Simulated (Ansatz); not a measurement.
Basis-set extrapolation for `[F][Al]([SiH3])[Cl]` (PBE0-D4/def2-TZVP geometry, frozen core, Ansatz). Multiplicity 1, RHF reference.

```json
{"": "HF", "def2-TZVPP": "-1091.766553", "def2-QZVPP": "-1091.800439"}
{"": "MP2 correlation", "def2-TZVPP": "-0.635860", "def2-QZVPP": "-0.695726"}
{"": "CCSD(T) correlation", "def2-TZVPP": "-0.703377", "def2-QZVPP": "not run"}
```

Energies in hartree. Use E(X) = E(∞) + A·exp(−7.88·√X) for Hartree–Fock and E(X) = E(∞) + B·X^(−2.97) for correlation, with X = 3 and 4, and add CCSD(T) minus MP2 of the smaller set to the MP2 limit.

What is the CCSD(T) energy at the basis-set limit?

HF limit: -1091.800439 + (-0.033886) × 0.13774 = -1091.80511. MP2 limit: -0.695726 + (-0.059866) × 0.74074 = -0.74007. Higher-order term: -0.703377 − (-0.635860) = -0.06752. Total: -1092.61270 hartree, 3.88 eV below CCSD(T)/def2-TZVPP.
